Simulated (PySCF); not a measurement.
Ga2H4, SMILES [GaH2][GaH2-], charge -1, multiplicity 2. Atoms are numbered in the order given.

```xyz
6

Ga     0.0000     0.0000    -1.1966
Ga     0.0000     0.0000     1.1966
H      0.0000     1.3301    -2.1143
H      0.0000    -1.3301    -2.1143
H      0.0000     1.3301     2.1143
H      0.0000    -1.3301     2.1143
```
Charge -1, spin multiplicity 2.

Geometry optimised at PBE-D3(BJ)/def2-SVPD.

Level of theory: PBE-D3(BJ)/def2-SVPD (PySCF 2.14.0).

Frequencies are harmonic and unscaled.

Computed normal modes with their intensities:
```csv
mode,ν (cm⁻¹),IR (km/mol),moving atoms (share of kinetic energy)
1,258,0.0,Ga 98 %
2,269,0.0,"H 92 %, Ga 8 %"
3,274,46.8,H 99 %
4,290,0.0,H 100 %
5,426,50.9,H 97 %
6,429,0.0,"H 90 %, Ga 10 %"
7,682,350.5,H 98 %
8,758,0.0,H 99 %
9,1720,707.7,H 99 %
10,1723,0.0,H 98 %
11,1725,975.7,H 98 %
12,1757,0.0,H 99 %
```
